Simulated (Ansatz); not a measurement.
A structure relaxed at PBE0-D4/def2-TZVP, charge 0, multiplicity 1:

Cartesian coordinates in Å:
```
O 0.306 1.110 1.148
C -0.241 0.619 -0.048
O -1.623 0.372 0.063
Si 0.733 -0.958 -0.513
H -0.136 1.939 1.363
H -0.169 1.367 -0.849
H -1.751 -0.322 0.719
H 2.197 -0.715 -0.523
H 0.290 -1.412 -1.855
H 0.393 -2.000 0.495
```

(1) Give its formula and SMILES.

(2) Summarise the bond lengths by kind.

Results:

(1) CH6O2Si, `OC(O)[SiH3]`.

(2) 2 × C–O 1.404 to 1.409 Å; 2 × H–O 0.963 to 0.964 Å; 1 × C–Si 1.910 Å; 1 × C–H 1.098 Å; 3 × H–Si 1.484 to 1.489 Å.

Program: Ansatz 0.2.0.
